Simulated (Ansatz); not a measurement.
BFHNO+: where a starting geometry ends

The starting geometry of this gas-phase doublet was optimised with GFN2-xTB.

```csv
atom,x (Å),y (Å),z (Å)
B,0.3782,-0.6309,-0.8045
F,1.5208,-0.7430,-0.3232
N,-0.7416,-0.3595,-1.3681
O,-1.9297,-0.3852,-1.7882
H,-2.1803,0.4125,-2.3327
```

Q: Predict what it relaxes into with B3LYP/6-31G*.

A: It keeps its bonds.

The energy falls by 0.18 eV over 10 steps:

| step | E − E(last) (eV) |
| --- | --- |
| 1 | 0.181 |
| 2 | 0.155 |
| 3 | 0.129 |
| 4 | 0.095 |
| 5 | 0.032 |
| 6 | 0.005 |
| 7 | 0.000 |
| 8 | 0.000 |
| 9 | 0.000 |
| 10 | 0.000 |

Final geometry (Å):

```
atom    x (Å)    y (Å)    z (Å)
   B   0.3625  -0.6105  -0.8219
   F   1.4446  -0.8914  -0.2668
   N  -0.6300  -0.0368  -1.5107
   O  -1.8446  -0.4307  -1.7310
   H  -2.2849   0.2633  -2.2863
```

Frequencies at the end are all real (lowest 205 cm⁻¹). Open shells are spin-unrestricted. Run with Ansatz 0.2.0, 31 s on 1 thread of Arm Neoverse V1, with other jobs on the host.
